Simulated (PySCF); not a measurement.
What builds the third ionisation energy along group 15

Calculated with PySCF 2.14 from differences of total energies of unrestricted determinants, without spin-orbit coupling. Each column adds one step, in eV (sums use unrounded values): valence MP2, valence CCSD, valence triples, then the next inner shell at CCSD(T) (N 1s, P 2s 2p, As 3s 3p 3d, Sb 4s 4p 4d, Bi 5s 5p 5d). References (NIST) marked * lie between the lowest fine-structure levels; the others compare directly ((s) semi-empirical, (t) theoretical).

```csv
element,UHF,+ MP2,+ CCSD,+ (T),+ inner shell,sum,reference
"N [He] 2s2 2p1 → [He] 2s2 (def2-TZVPPD, non-relativistic)",47.297,0.169,-0.253,0.028,0.026,47.267,47.445 (s) *
"P [Ne] 3s2 3p1 → [Ne] 3s2 (def2-TZVPPD, non-relativistic)",29.599,0.288,0.128,0.029,0.006,30.049,30.203 *
"As [Ar] 3d10 4s2 4p1 → [Ar] 3d10 4s2 (def2-TZVPPD, non-relativistic)",27.422,0.259,0.080,0.021,0.094,27.876,28.349 ± 0.012 *
"Sb [Kr] 4d10 5s2 5p1 → [Kr] 4d10 5s2 (def2-TZVPPD with the def2 core potential (28 electrons), ECP)",24.143,0.215,0.070,0.016,0.150,24.593,25.323 *
"Bi [Xe] 4f14 5d10 6s2 6p1 → [Xe] 4f14 5d10 6s2 (def2-TZVPPD with the def2 core potential (60 electrons), ECP)",23.041,0.192,0.054,0.010,0.147,23.444,25.571 *
```

What remains against the references is mostly basis incompleteness and, for starred values, spin-orbit coupling.

These are valence bases, so the inner-shell step is incomplete.
